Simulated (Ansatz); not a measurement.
One change: `[Cl][GeH2][GeH3]` becomes `[Cl][GeH2][Cl]`.

Ansatz, PBE0-D4/def2-TZVP geometries, multiplicity 1. 

Scalar relativity is left out up to krypton.

```
                                      property  `[Cl][GeH2][GeH3]`
size of the dipole moment (PBE/def2-TZVPP) / D                1.97
           LUMO energy (B3LYP/def2-TZVPP) / eV               -0.80
             HOMO energy (PBE/def2-TZVPP) / eV               -6.91
            LUMO energy (PBE0/def2-TZVPP) / eV               -0.57
          HOMO–LUMO gap (PBE0/def2-TZVPP) / eV                7.52
         HOMO–LUMO gap (B3LYP/def2-TZVPP) / eV                7.07
```

Q: What does the change do to each property? (Estimate.)

A: Computed: 
```json
{"property": "size of the dipole moment (PBE/def2-TZVPP) / D", "`[Cl][GeH2][Cl]`": "1.82", "shift": "-0.15"}
{"property": "LUMO energy (B3LYP/def2-TZVPP) / eV", "`[Cl][GeH2][Cl]`": "-1.01", "shift": "-0.21"}
{"property": "HOMO energy (PBE/def2-TZVPP) / eV", "`[Cl][GeH2][Cl]`": "-7.63", "shift": "-0.72"}
{"property": "LUMO energy (PBE0/def2-TZVPP) / eV", "`[Cl][GeH2][Cl]`": "-0.69", "shift": "-0.12"}
{"property": "HOMO–LUMO gap (PBE0/def2-TZVPP) / eV", "`[Cl][GeH2][Cl]`": "8.32", "shift": "0.80"}
{"property": "HOMO–LUMO gap (B3LYP/def2-TZVPP) / eV", "`[Cl][GeH2][Cl]`": "7.75", "shift": "0.68"}
```

With PBE0 the HOMO falls by 0.92 eV and the LUMO falls by 0.12 eV, so the gap widens by about 0.80 eV. PBE moves the HOMO by -0.72 eV and ωB97M-V by -1.10 eV. The zero-point energy changes by -57.1 kJ/mol with -9 modes. Dipoles are sizes alone; their direction can turn.

B3LYP here is the variant with VWN-RPA as its local correlation; programs differ in this.
